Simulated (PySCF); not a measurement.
# Ionisation energy of Ti(20+) by level of theory

Ti(20+) 1s2 (1S) → Ti(21+) 1s1 (2S), as a difference of total energies. Computed with PySCF 2.14 in an even-tempered Gaussian basis (17 s from 18 bohr⁻², ratio 2.2; 7 p from 28 bohr⁻², ratio 2.4; 4 d from 85 bohr⁻², ratio 2.4; 3 f from 130 bohr⁻², ratio 2.4; 3 g from 190 bohr⁻², ratio 2.4), with the spin-free X2C one-electron Hamiltonian (Gaussian nucleus). Correlated levels: nothing frozen; virtual orbitals above 40 to 60 times the deepest correlated orbital energy dropped. The calculations carry no spin-orbit coupling.

| method | ionisation energy (eV) |
| --- | --- |
| UHF | 6251.6 |
| MP2 (all electrons) | 6252.9 |
| SCS-MP2 (all electrons) | 6253.1 |
| CCSD (all electrons) | 6252.9 |

With two correlated electrons CCSD is exact in that space.

For comparison: 6249.0 eV (theoretical estimate listed by NIST; NIST Atomic Spectra Database, ionization energies).
